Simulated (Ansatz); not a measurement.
Relaxation of FH₃O₃Si (8 atoms, charge 0, multiplicity 1), to a largest force component of 0.02 eV/Å in at most 40 steps.

All numbers below come from RKS B3LYP/def2-SVP in Ansatz.

```xyz
8
Properties=species:S:1:pos:R:3
Si 0.000 0.000 0.000
F 0.000 0.000 1.590
O 1.584 0.000 -0.559
H 1.901 -0.952 -0.676
O -0.791 1.371 -0.559
H -1.749 1.140 -0.782
O -0.791 -1.371 -0.559
H -1.246 -1.837 0.213
```

Where does it end, and by what steps?

The forces met the threshold. The force dipped under the threshold on the way, but the program's further checks kept it going. After 36 steps the energy has fallen by 0.326 eV; H4 moved furthest, 0.92 Å.

```tsv
step	energy less start (eV)	largest force component (eV/Å)	accepted
0	0.0000	2.291	yes
2	-0.2391	0.253	yes
4	-0.2574	0.091	yes
6	-0.2614	0.245	yes
8	-0.2686	0.275	yes
10	-0.2686	0.245	no
12	-0.2718	0.201	no
14	-0.2727	0.088	yes
16	-0.2732	0.031	yes
18	-0.2740	0.096	yes
20	-0.2803	0.110	yes
22	-0.2876	0.175	yes
24	-0.3128	0.316	yes
26	-0.3218	0.049	yes
28	-0.2779	1.489	no
30	-0.3236	0.174	yes
32	-0.2864	1.067	no
34	-0.3258	0.082	yes
36	-0.3263	0.006	yes
```

```xyz
8
Properties=species:S:1:pos:R:3
Si -0.128 -0.185 -0.068
F 0.000 0.036 1.536
O 1.333 -0.652 -0.649
H 2.088 -0.073 -0.492
O -0.592 1.225 -0.763
H -1.460 1.576 -0.534
O -1.249 -1.346 -0.357
H -1.085 -2.229 -0.006
```

Whether the end is a true minimum wasn't checked by a vibrational analysis.

The run took 72 s on 2 threads of Arm Neoverse V1 (shared host), peak memory 0.17 GiB.
